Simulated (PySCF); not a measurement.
Partial charges of `Cc1ccc(C(=O)F)c2ccccc12`

Species: C₁₂H₉FO.
Structure used (PBE0-D3(BJ)/def2-SVP), in Å, numbered top down from 1:
```xyz
23
C12H9FO angstrom
C     -1.412    2.588    0.017
C     -0.323    1.561    0.068
C      0.990    1.949    0.241
C      2.029    1.008    0.294
C      1.779   -0.348    0.174
C      2.922   -1.278    0.244
O      2.939   -2.465    0.173
F      4.088   -0.625    0.415
C      0.430   -0.807   -0.010
C      0.086   -2.178   -0.142
C     -1.224   -2.569   -0.313
C     -2.256   -1.613   -0.360
C     -1.958   -0.276   -0.237
C     -0.621    0.167   -0.060
H     -1.000    3.601    0.120
H     -2.147    2.437    0.823
H     -1.964    2.542   -0.935
H      1.229    3.011    0.340
H      3.055    1.349    0.433
H      0.879   -2.921   -0.105
H     -1.460   -3.631   -0.411
H     -3.292   -1.932   -0.495
H     -2.762    0.459   -0.275
```

Density: PBE0/pcSseg-1 (PySCF); schemes: Mulliken, IAO, Hirshfeld and ESP-fitted. One conformer (not necessarily the lowest) at the PBE0-D3(BJ)/def2-SVP geometry, without solvent, vibrations or thermal averaging.

Task: Atoms with like bonding are taken together and averaged. Do the Mulliken, IAO, Hirshfeld and ESP-fitted schemes agree on where the charge is lowest?

Result: The schemes don't all agree: Mulliken C5 (-0.420); IAO C1 (-0.421); Hirshfeld O7 (-0.216); ESP-fitted C1 (-0.546).

Task: For which atoms does the sign change between the 4 schemes (beyond +0.03 e in one, beyond −0.03 e in another)?

Result: C2 and C4. Atomic charges aren't observables, and each scheme defines them in its own way.

Task: Do the Mulliken, IAO, Hirshfeld and ESP-fitted schemes agree on where the charge is highest?

Result: All schemes agree: Mulliken C6 (+0.716); IAO C6 (+0.600); Hirshfeld C6 (+0.227); ESP-fitted C6 (+0.785).

Task: Give the atomic charges in each scheme.

Result: In e; atoms taken as equivalent share a row and are averaged (×n: the atom named and its like, n in all):

```
       atom                  environment  Mulliken     IAO  Hirshfeld  ESP-fitted
         C1         benzylic-type carbon    -0.130  -0.421     -0.110      -0.546
         C2  substituted aromatic carbon    -0.257  +0.049     +0.029      +0.292
         C3           aromatic CH carbon    -0.043  -0.166     -0.054      -0.307
         C4           aromatic CH carbon    +0.053  -0.113     -0.037      -0.108
         C5  substituted aromatic carbon    -0.420  -0.095     -0.032      -0.331
         C6           acyl halide carbon    +0.716  +0.600     +0.227      +0.785
         O7              carbonyl oxygen    -0.374  -0.404     -0.216      -0.499
         F8                acyl fluorine    -0.270  -0.285     -0.077      -0.266
         C9  ring-fusion aromatic carbon    +0.003  +0.010     +0.005      +0.274
        C10           aromatic CH carbon    -0.033  -0.150     -0.050      -0.321
        C11           aromatic CH carbon    -0.039  -0.139     -0.040      -0.080
        C12           aromatic CH carbon    -0.037  -0.144     -0.045      -0.166
        C13           aromatic CH carbon    -0.097  -0.151     -0.048      -0.175
        C14  ring-fusion aromatic carbon    -0.079  -0.013     -0.004      -0.059
H15/H16/H17              methyl hydrogen    +0.143  +0.153     +0.051      +0.161
        H18            aromatic hydrogen    +0.084  +0.151     +0.052      +0.178
        H19            aromatic hydrogen    +0.097  +0.173     +0.049      +0.186
        H20            aromatic hydrogen    +0.121  +0.179     +0.038      +0.217
        H21            aromatic hydrogen    +0.099  +0.157     +0.056      +0.141
        H22            aromatic hydrogen    +0.095  +0.155     +0.054      +0.151
        H23            aromatic hydrogen    +0.082  +0.148     +0.049      +0.152
```

Mean size of the charges over all atoms: ESP-fitted 0.248 e, IAO 0.181 e, Mulliken 0.155 e, Hirshfeld 0.062 e. Each set sums to the total charge, 0, to within 0.001 e. The Hirshfeld scheme weights the molecular density at each point by an atom's share of the summed free-atom densities. The Mulliken scheme gives each basis function's population to the atom it is centred on and halves the overlap population of two atoms between them.

Task: How closely do the schemes follow one another over all atoms?

Result: Correlation coefficient and root-mean-square difference: IAO with Hirshfeld 0.97, 0.145 e; IAO with ESP-fitted 0.94, 0.115 e; Hirshfeld with ESP-fitted 0.92, 0.224 e; Mulliken with Hirshfeld 0.83, 0.160 e; Mulliken with IAO 0.82, 0.133 e; Mulliken with ESP-fitted 0.77, 0.188 e.

Task: How many electrons does the IAO scheme count on C3?

Result: Z − q = 6 − (-0.166) = 6.166.

Task: Sum the charges by element, for elements with more than one atom.

Result: 
| element | atoms | Mulliken | IAO | Hirshfeld | ESP-fitted |
| --- | --- | --- | --- | --- | --- |
| C | 12 | -0.362 | -0.733 | -0.158 | -0.741 |
| H | 9 | +1.006 | +1.423 | +0.451 | +1.506 |
